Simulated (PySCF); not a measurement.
Isomers of C7H11OP, mass 142.055 u with the commonest isotopes. Method: PySCF, PBE0-D3(BJ)/def2-SVP geometry optimisation, gas phase. One conformer each, none proved a minimum here; rigid rotors.

Question: Order these by radius of gyration √(Σ m r²/M), smallest first.
A. `[CH3:1][CH:2]([CH3:3])[PH:4][c:5]1[cH:6][cH:7][o:8][cH:9]1` with C1–C2–P4–C5 -177°, C2–P4–C5–C6 -85°
B. `[CH:1]#[C:2][P:3]1(=[CH2:4])[CH2:5][CH2:6][O:7][CH2:8][CH2:9]1` with C2–P3–C5–C6 66°, P3–C5–C6–O7 57°, C5–C6–O7–C8 -68°, C6–O7–C8–C9 69°
C. `[CH3:1][c:2]1[p:3][cH:4][o:5][c:6]1[CH:7]([CH3:8])[CH3:9]` with O5–C6–C7–C8 63°
D. `[CH2:1]=[CH:2][C:3]1=[C:4]([O:5][CH3:6])[PH:7][CH2:8][CH2:9]1` with C1–C2–C3–C4 174°, C3–C4–O5–C6 167°, C3–C4–P7–C8 -11°, C4–P7–C8–C9 22°, P7–C8–C9–C3 -29°, C2–C3–C9–C8 -162°

Answer: B (2.022 Å), C (2.148 Å), D (2.202 Å), A (2.315 Å).

Question: Order these by out-of-plane moment Σ m c² = (Ia + Ib − Ic)/2, largest first.
A. `[CH3:1][c:2]1[p:3][cH:4][o:5][c:6]1[CH:7]([CH3:8])[CH3:9]` with O5–C6–C7–C8 63°
B. `[CH2:1]=[CH:2][C:3]1=[C:4]([O:5][CH3:6])[PH:7][CH2:8][CH2:9]1` with C1–C2–C3–C4 174°, C3–C4–O5–C6 167°, C3–C4–P7–C8 -11°, C4–P7–C8–C9 22°, P7–C8–C9–C3 -29°, C2–C3–C9–C8 -162°
C. `[CH:1]#[C:2][P:3]1(=[CH2:4])[CH2:5][CH2:6][O:7][CH2:8][CH2:9]1` with C2–P3–C5–C6 66°, P3–C5–C6–O7 57°, C5–C6–O7–C8 -68°, C6–O7–C8–C9 69°
D. `[CH2:1]=[CH:2]/[C:3]([O:4][CH3:5])=[P:6]\[CH:7]1[CH2:8][CH2:9]1` with C1–C2–C3–O4 2°, C2–C3–O4–C5 180°, C3–P6–C7–C8 -152°
E. `[CH3:1][CH:2]([CH3:3])[PH:4][c:5]1[cH:6][cH:7][o:8][cH:9]1` with C1–C2–P4–C5 -177°, C2–P4–C5–C6 -85°
F. `c1oc(C(C)(C)C)cp1`

Answer: C (104.76 u·Å²), E (61.79 u·Å²), A (56.28 u·Å²), F (55.49 u·Å²), D (18.11 u·Å²), B (9.62 u·Å²).

Question: Order these by dipole moment, largest first.
A. `[CH3:1][CH:2]([CH3:3])[PH:4][c:5]1[cH:6][cH:7][o:8][cH:9]1` with C1–C2–P4–C5 -177°, C2–P4–C5–C6 -85°
B. `[CH2:1]=[CH:2]/[C:3]([O:4][CH3:5])=[P:6]\[CH:7]1[CH2:8][CH2:9]1` with C1–C2–C3–O4 2°, C2–C3–O4–C5 180°, C3–P6–C7–C8 -152°
C. `[CH3:1][c:2]1[p:3][cH:4][o:5][c:6]1[CH:7]([CH3:8])[CH3:9]` with O5–C6–C7–C8 63°
D. `[CH:1]#[C:2][P:3]1(=[CH2:4])[CH2:5][CH2:6][O:7][CH2:8][CH2:9]1` with C2–P3–C5–C6 66°, P3–C5–C6–O7 57°, C5–C6–O7–C8 -68°, C6–O7–C8–C9 69°
E. `[CH2:1]=[CH:2][C:3]1=[C:4]([O:5][CH3:6])[PH:7][CH2:8][CH2:9]1` with C1–C2–C3–C4 174°, C3–C4–O5–C6 167°, C3–C4–P7–C8 -11°, C4–P7–C8–C9 22°, P7–C8–C9–C3 -29°, C2–C3–C9–C8 -162°

Answer: D (2.38 D), C (1.86 D), A (1.18 D), E (0.94 D), B (0.61 D).

| SMILES | point group | Ia (u·Å²) | Ib (u·Å²) | Ic (u·Å²) | κ | μa (D) | μb (D) | μc (D) |
| --- | --- | --- | --- | --- | --- | --- | --- | --- |
| Cc1pcoc1C(C)C | near Cs | 223.04 | 488.68 | 599.15 | -0.73 | 1.78 | 0.55 | 0.00 |
| C=CC1=C(OC)PCC1 | C1 | 280.70 | 417.55 | 679.02 | -0.12 | 0.88 | 0.33 | 0.06 |
| CC(C)Pc1ccoc1 | C1 | 160.19 | 663.23 | 699.84 | -0.97 | 0.23 | 0.99 | 0.60 |
| C#CP1(=C)CCOCC1 | C1 | 264.46 | 420.90 | 475.84 | -0.67 | 1.20 | 2.06 | 0.01 |
| CC(C)(C)c1cpco1 | – | 176.64 | 543.67 | 609.33 | -0.90 | 1.84 | 0.22 | 0.00 |
| C=C/C(OC)=P\C1CC1 | C1 | 230.82 | 541.98 | 736.58 | -0.67 | 0.29 | 0.54 | 0.06 |
